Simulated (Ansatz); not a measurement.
Computed with Ansatz on PBE0-D4/def2-TZVP structures; ΔE is electronic, products minus reactants. CBS: MP2 limit from def2 TZ/QZ plus the TZ coupled-cluster correction, frozen cores. One conformer a species, not always the lowest.

Reaction (redistribution): `BC(F)OC=O` + `O[SiH2][SiH3]` → `B[SiH2]O` + `O=COC(F)[SiH3]`

```
         species  SCS-MP2/def2-TZVPP energy (Eh)
     `BC(F)OC=O`                      -353.13965
 `O[SiH2][SiH3]`                      -656.82586
      `B[SiH2]O`                      -391.92958
`O=COC(F)[SiH3]`                      -618.02372
```

Problem. Work out ΔE.

Solution. ΔE = (-391.92958) + (-618.02372) − (-353.13965) − (-656.82586) = 0.01221 Eh = +0.33 eV. CCSD(T)/CBS gives +0.35 eV.

Largest T1 diagnostic among the species: 0.015.
